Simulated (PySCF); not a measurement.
# Partial charges of `CCc1cn([SiH3])cn1`

Compound: C5H10N2Si.
Geometry (GFN2-xTB, Å), atoms numbered from 1 in this order:
```
atom  x, y, z in Å
C1    -2.6910    0.5272   -1.0503
C2    -2.1075   -0.4648   -0.0429
C3    -0.6181   -0.4691   -0.0979
C4     0.2794    0.2289    0.6520
N5     1.5391   -0.0987    0.2029
Si6    3.0584    0.4872    0.8395
C7     1.3201   -0.9860   -0.8105
N8     0.0653   -1.2260   -1.0151
H9    -3.7782    0.5028   -1.0221
H10   -2.3601    0.2726   -2.0539
H11   -2.3592    1.5384   -0.8231
H12   -2.4301   -0.2003    0.9664
H13   -2.4655   -1.4686   -0.2766
H14    0.1417    0.9179    1.4599
H15    4.0765   -0.1734    0.0305
H16    3.0713    1.9416    0.6848
H17    3.1237    0.1022    2.2491
H18    2.1254   -1.4255   -1.3644
```

Density: PBE0/pcSseg-1 (PySCF); schemes: Mulliken, IAO, Hirshfeld and ESP-fitted. Isolated species at its GFN2-xTB geometry (one conformer only).

Problem. For which atoms does the sign change between the 4 schemes (beyond +0.03 e in one, beyond −0.03 e in another)?

Solution. C3 and C4.

Problem. Which atoms carry the lowest charge in the Mulliken, IAO, Hirshfeld and ESP-fitted schemes?

Solution. The schemes don't all agree: Mulliken N5 (-0.691); IAO C1 (-0.413); Hirshfeld N8 (-0.205); ESP-fitted N8 (-0.609).

Problem. At which atom do the 4 schemes differ most?

Solution. At C4: from -0.494 (ESP-fitted) to +0.133 e (Mulliken), 0.627 e apart.

Problem. What partial charge does each atom carry?

Solution. In e:

| atom | environment | Mulliken | IAO | Hirshfeld | ESP-fitted |
| --- | --- | --- | --- | --- | --- |
| C1 | methyl carbon | -0.274 | -0.413 | -0.118 | -0.043 |
| C2 | benzylic-type carbon | -0.128 | -0.262 | -0.069 | +0.013 |
| C3 | substituted aromatic carbon | -0.098 | +0.071 | +0.023 | +0.377 |
| C4 | aromatic CH next to a ring nitrogen | +0.133 | -0.160 | -0.049 | -0.494 |
| N5 | pyrrole-type nitrogen | -0.691 | -0.368 | -0.113 | -0.106 |
| Si6 | SiH3 silicon | +0.645 | +0.757 | +0.389 | +0.431 |
| C7 | aromatic CH next to a ring nitrogen | +0.311 | +0.038 | +0.036 | +0.257 |
| N8 | pyridine-type nitrogen | -0.406 | -0.338 | -0.205 | -0.609 |
| H9 | methyl hydrogen | +0.110 | +0.137 | +0.039 | +0.005 |
| H10 | methyl hydrogen | +0.124 | +0.147 | +0.039 | +0.032 |
| H11 | methyl hydrogen | +0.105 | +0.136 | +0.034 | +0.008 |
| H12 | methylene hydrogen | +0.113 | +0.137 | +0.040 | -0.002 |
| H13 | methylene hydrogen | +0.130 | +0.153 | +0.044 | +0.026 |
| H14 | aromatic hydrogen | +0.083 | +0.155 | +0.052 | +0.243 |
| H15 | Si–H hydrogen | -0.096 | -0.111 | -0.062 | -0.083 |
| H16 | Si–H hydrogen | -0.079 | -0.120 | -0.069 | -0.069 |
| H17 | Si–H hydrogen | -0.078 | -0.120 | -0.068 | -0.074 |
| H18 | aromatic hydrogen | +0.097 | +0.160 | +0.058 | +0.088 |

Mean size of the charges over all atoms: IAO 0.210 e, Mulliken 0.206 e, ESP-fitted 0.164 e, Hirshfeld 0.084 e. Each set sums to the total charge, 0, to within 0.001 e. The IAO scheme projects the occupied orbitals on a minimal set of polarised atomic orbitals and counts the electrons in each atom's part of it. The ESP scheme is a least-squares fit of atom-centred charges to the potential on four shells outside the van der Waals surface, with the total charge fixed.

Problem. How closely do the schemes follow one another over all atoms?

Solution. Correlation coefficient and root-mean-square difference: IAO with Hirshfeld 0.96, 0.156 e; Mulliken with IAO 0.86, 0.142 e; Mulliken with Hirshfeld 0.85, 0.186 e; Hirshfeld with ESP-fitted 0.73, 0.181 e; IAO with ESP-fitted 0.66, 0.213 e; Mulliken with ESP-fitted 0.52, 0.258 e.

Problem. Sum the charges by element, for elements with more than one atom.

Solution. 
| element | atoms | Mulliken | IAO | Hirshfeld | ESP-fitted |
| --- | --- | --- | --- | --- | --- |
| C | 5 | -0.057 | -0.725 | -0.177 | +0.110 |
| N | 2 | -1.098 | -0.706 | -0.318 | -0.715 |
| H | 10 | +0.509 | +0.674 | +0.106 | +0.174 |
